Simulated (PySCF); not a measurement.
B(Cl)(GeH3)(OMe) (CH6BClGeO), SMILES [B](OC)(Cl)[GeH3]. Atoms are numbered in the order given.

```xyz
11

B     -0.0533     0.7008     0.0000
Cl     1.3210     1.8272     0.0000
Ge     0.3230    -1.3546     0.0000
H     -0.3021    -2.0538     1.2426
H     -0.3021    -2.0538    -1.2426
H      1.8423    -1.6527     0.0000
O     -1.2774     1.2659     0.0000
C     -2.5039     0.5495     0.0000
H     -3.0854     0.8337     0.9000
H     -3.0854     0.8337    -0.9000
H     -2.3526    -0.5510     0.0000
```
Charge 0, spin multiplicity 1.

The structure is a stationary point at PBE-D3(BJ)/def2-SVP. The values are those of a single conformer.

All values below come from PBE/def2-TZVP (PySCF).

Symmetry labels are those of the subgroup Cs that the program uses (full group Cs).

Computed valence orbital energies around the gap with their symmetry:
```json
[
 {"orbital": "HOMO−7", "symmetry": "A'", "energy (eV)": "-10.71"},
 {"orbital": "HOMO−6", "symmetry": "A'", "energy (eV)": "-9.08"},
 {"orbital": "HOMO−5", "symmetry": "A\"", "energy (eV)": "-8.92"},
 {"orbital": "HOMO−4", "symmetry": "A'", "energy (eV)": "-8.23"},
 {"orbital": "HOMO−3", "symmetry": "A\"", "energy (eV)": "-8.14"},
 {"orbital": "HOMO−2", "symmetry": "A'", "energy (eV)": "-7.80"},
 {"orbital": "HOMO−1", "symmetry": "A\"", "energy (eV)": "-7.63"},
 {"orbital": "HOMO", "symmetry": "A'", "energy (eV)": "-6.81"},
 {"orbital": "LUMO", "symmetry": "A\"", "energy (eV)": "-1.91"},
 {"orbital": "LUMO+1", "symmetry": "A'", "energy (eV)": "-0.16"},
 {"orbital": "LUMO+2", "symmetry": "A'", "energy (eV)": "0.07"},
 {"orbital": "LUMO+3", "symmetry": "A'", "energy (eV)": "0.84"}
]
```
